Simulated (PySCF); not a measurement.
Precursor series Zn NH2-SH. Isolated molecules, 0 K electronic values unless said otherwise. One relaxed conformer stands for each flexible species; it need not be the lowest.

The HOMO–LUMO gap from two functionals at the same geometries (TPSS-D3(BJ)/def2-SVP), both in PySCF: PBE-D3(BJ)/def2-TZVP and TPSSh-D3(BJ)/def2-TZVP. 

```csv
species,PBE-D3(BJ)/def2-TZVP (eV),TPSSh-D3(BJ)/def2-TZVP (eV)
0 of 2 NH2 replaced by SH,4.30,5.34
1 of 2 NH2 replaced by SH ([Zn(NH2)(SH)]),4.31,5.36
2 of 2 NH2 replaced by SH ([Zn(SH)2]),4.41,5.46
```

Over these rows, drawn at random from the members with no instability flagged (it was tested for open shells, ions and some series alone), PBE minus TPSSh-D3(BJ): mean -1.05 eV, from -1.05 eV to -1.04 eV.
